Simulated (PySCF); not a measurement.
The multiplicity is imposed and other spin states were not computed.

[Au(H2O)(OH)] (charge 0, multiplicity 1)

These are PySCF with PBE-D3(BJ)/def2-TZVP // PBE-D3(BJ)/def2-SVP values and carry that method's errors.

```json
{
 "HOMO": "-5.06 eV",
 "dipole_moment": "5.70 D",
 "LUMO": "-2.20 eV",
 "HOMO–LUMO gap": "2.87 eV",
 "charge on the central atom (Mulliken)": "0.10 e",
 "total_energy": "-7835.38 eV",
 "cost": "roughly 25 core-seconds"
}
```

```xyz
6

Au    -0.0420     0.0273    -0.1139
O      0.3874     1.9824     0.7228
H      0.8233     1.8683     1.5913
H     -0.4561     2.4385     0.9171
O     -0.4793    -1.7518    -0.7884
H     -0.0382    -1.8032    -1.6610
```
Charge 0, spin multiplicity 1.
